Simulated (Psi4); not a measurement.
A dimer, H3ClSi ··· H3B (SMILES [SiH3]Cl and B); the first 5 atoms form monomer A.

```
9

Si    -0.1322     0.0091    -0.0027
Cl     1.9288    -0.1327     0.0389
H     -0.6398    -0.8667    -1.0766
H     -0.4993     1.4140    -0.2665
H     -0.6575    -0.4237     1.3069
B      3.0556     1.8718    -0.3322
H      2.3493     2.1147    -1.2576
H      2.7565     2.2424     0.7576
H      4.0614     1.2587    -0.4965
```

**Question.** What interaction energy does SAPT0/jun-cc-pVDZ, frozen core (Psi4) give, and which attractive term is the largest?

**Answer.** Total 1.70 kcal/mol: electrostatics -14.32, exchange 34.31, induction -11.61, dispersion -6.68. The most attractive term is electrostatics.
